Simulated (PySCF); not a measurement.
A GIAO shielding run with PySCF (density fitting, non-relativistic, gas phase) on `CC[C@@H]1C[C@@H](C2CC2)[SiH2]1`, C8H16Si:

```
$ OMP_NUM_THREADS=1 python probes_run.py task.json out

{"job": {"kind": "nmr", "xc": "PBE0", "basis": "pcSseg-1"}, "charge": 0, "multiplicity": 1}
C     -3.584876    -0.875897     0.282432
C     -2.780059     0.359735     0.663254
C     -1.302766     0.243918     0.332165
C     -0.478487    -0.850917     1.069805
C      0.937051    -0.200568     1.147389
C      1.873805    -0.657778     0.056664
C      3.007537     0.198662    -0.421236
C      1.856968    -0.093630    -1.337734
Si     0.022908     1.461595     0.933904
H     -4.651312    -0.759166     0.530404
H     -3.218577    -1.771182     0.809254
H     -3.512822    -1.078627    -0.798488
H     -3.199453     1.244063     0.153160
H     -2.896241     0.555926     1.744394
H     -1.171195     0.108680    -0.756673
H     -0.481762    -1.839641     0.579011
H     -0.886288    -0.993503     2.085612
H      1.423967    -0.354475     2.123674
H      2.095752    -1.732106     0.107365
H      3.082357     1.210201    -0.009682
H      3.972583    -0.272840    -0.623471
H      1.169503     0.725407    -1.570071
H      2.016313    -0.781169    -2.172448
H      0.552866     2.541083     0.038497
H     -0.318991     2.078475     2.254873
```

Hardware: 1 thread of an Arm Neoverse N1, shared host. The job also computes population analyses, field gradients, ring-centre shieldings.

Problem. How large is the calculation?

Solution. 78 electrons, 240 basis functions and 1261 auxiliary functions.

Problem. How long does it take, and how much memory does it need?

Solution. 98 s of wall time, with 12 SCF cycles and 4 response iterations; peak memory 1.2 GiB. Times on a shared host scatter by some tens of per cent.

Problem. And these other runs on the same molecule and hardware: GIAO shielding at KT2/pcSseg-1?

Solution. KT2/pcSseg-1: 240 functions, 2.1 min.
